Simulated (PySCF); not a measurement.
# AuH₃, triplet: data card

These are results of PySCF, UPBE0, basis Au def2-TZVP with ECP60, H def2-TZVP (scalar-relativistic core potentials, no spin–orbit coupling, density fitting), not measurements.

The structure is a saddle point with 1 imaginary mode.

```xyz
4
charge 0 multiplicity 3, angstrom
Au    0.0000    0.0000    0.0000
H     0.0001    0.0000    1.6487
H     1.4278    0.0000   -0.8244
H    -1.4279    0.0000   -0.8243
```

- Point group: D3h
- Bond lengths: Au–H 1.649 Å (×3)
- Bond angles: H–Au–H 120.0° (×3)
- Dipole moment: 0.00 D
- Spin squared ⟨S²⟩: 2.010
- Atomisation energy without zero-point energy: 498 kJ/mol
- Principal polarisabilities: 27.1, 46.9, 46.9 bohr³
- Principal quadrupole moments (Buckingham, traceless) about the centre of mass: -0.41, -0.41, 0.81 D Å
- Highest occupied level (α): -7.38 eV
- Zero-point energy (real modes): 39.5 kJ/mol
- Lowest empty level (β): -3.93 eV
- Rotational constants: 4.102, 4.102, 2.051 cm⁻¹

Harmonic modes (masses in u: Au 196.967, H 1.008):
| symmetry | ω (cm⁻¹) | IR (km/mol, summed over degenerate members) |
| --- | --- | --- |
| a2'' | 169i | – |
| e' | 689 | 108 |
| e' | 1676 | 31.8 |
| a1' | 1869 | 0.0 |

In D3h the vibrations span a2'' + 2e' + a1'. The a1' mode carries no infrared intensity, as symmetry demands.

Charges (e):
```
  atom  Mulliken  Löwdin  polar tensor  spin (Mulliken)  Mayer order to Au1
   Au1      0.29    0.24          0.22             0.41                   –
H2,3,4     -0.10   -0.08         -0.07             0.53                0.70
```

Mulliken populations on Au1 (electrons outside its core potential): s 3.11, p 6.25, d 9.34, f 0.01.

Outer orbital energies (eV). α occupied: -13.50, -13.09, -13.09, -10.66, -10.66, -9.53, -7.38, -7.38; empty: -0.52, 1.68, 1.88, 1.88. β occupied: -11.96, -11.90, -11.90, -10.41, -10.41, -9.09; empty: -3.93, -3.93, -0.33, 2.53.

Only a few start shapes were tried, so a lower isomer may exist. Open d and f shells are described by one determinant, and the ground state may have another occupation or spin. At this level a singlet minimum of C2v symmetry lies 276 kJ/mol below this structure. With an element this heavy the missing spin–orbit coupling can shift these numbers.

The final relaxation and frequency run took roughly 24 core-seconds on a shared host.
